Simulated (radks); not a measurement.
Q: The nitrogen anion N2-, [He] 2s2 2p5, held by a Watson sphere: a shell of charge +2 at radius R that stands for the Madelung well of a crystal (potential energy -2/R inside, -2/r outside, in hartree with lengths in bohr). Method: scalar-relativistic Kohn-Sham, PBE, spin-polarised, spherical densities, point nucleus; open shells are filled with parallel spins first; computed with a radial shooting solver on a logarithmic mesh with Libxc functionals. Response by self-consistent Sternheimer equations with the Hartree and adiabatic LDA kernel, the relativistic mass of each level held fixed and spin-orbit coupling left out. The sphere does not respond.

R (bohr)  e(2s down) (eV)  e(2p up) (eV)  e(2p down) (eV)  <r> 2p (bohr)  sum of <r^2> (bohr^2)  X-ray form factor at sin(theta)/lambda = 0.2 1/angstrom  alpha (bohr^3)
2.33              -16.430         -6.593           -5.642          1.835                  26.30                                                    4.856           24.52
3.18              -14.281         -4.754           -3.860          2.124                  33.57                                                    4.639           54.67
3.25              -14.151         -4.636           -3.744          2.150                  34.21                                                    4.629           58.37
3.49              -13.744         -4.268           -3.375          2.242                  36.45                                                    4.604           73.14
3.52              -13.698         -4.225           -3.333          2.254                  36.74                                                    4.601           75.24

Estimate the row for R = 2.66 bohr.

A: e(2s down) (eV) -15.458; e(2p up) (eV) -5.785; e(2p down) (eV) -4.866; <r> 2p (bohr) 1.944; sum of <r^2> (bohr^2) 29.05; X-ray form factor at sin(theta)/lambda = 0.2 1/angstrom 4.745; alpha (bohr^3) 33.52.
